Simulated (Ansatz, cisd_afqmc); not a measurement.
System: H₂Te, charge 0, singlet. H2Te (tellane, SMILES [TeH2]).
B3LYP-D3(BJ)/def2-TZVP minimum from Ansatz (a quantum-chemistry and plane-wave program):
```xyz
3

Te    -0.0007     0.0433     0.0023
H     -1.1604    -1.1450    -0.0483
H      1.1973    -1.1053    -0.0693
```

Total energies in def2-SVP, 8 correlated electrons, 9 frozen orbitals. Open shells are spin-unrestricted; no spin-orbit coupling. Cores are frozen in correlated methods (noble-gas shells, and filled d and f shells in the p block). Past Kr the def2 sets carry scalar-relativistic core potentials. The Monte Carlo rows (phaseless AFQMC, CISD trial, step 0.005/hartree) carry one-sigma bars that omit the constraint's bias. Outlying blocks are dropped, and bars are widened where a walk drifts. Over all cases where full CI ran beside it in this data, AFQMC minus full CI had a median of +0.1 mEh and passed +0.4 mEh in a tenth of the cases. Spin-orbit terms, left out, reach several kcal/mol for Br and I, and more for heavier atoms.

```csv
method,program,energy (Eh),error against FCI (mEh)
HF,Ansatz,-268.14017,135.99
MP2,Ansatz,-268.25081,25.35
CCSD,Ansatz,-268.27279,3.36
CCSD(T),Ansatz,-268.27554,0.62
CCSDT(Q),Ansatz,-268.27613,0.03
CCSDTQ,Ansatz,-268.27615,0.01
AFQMC/CISD,cisd_afqmc,-268.2761 ± 0.0001,0.0 ± 0.1
FCI,Ansatz,-268.27616,0.00
```

Rough core times of Ansatz's runs on a shared machine: CCSD(T) under 20 s, CCSDT(Q) under 20 s, CCSDTQ 60 s, FCI 7 min.
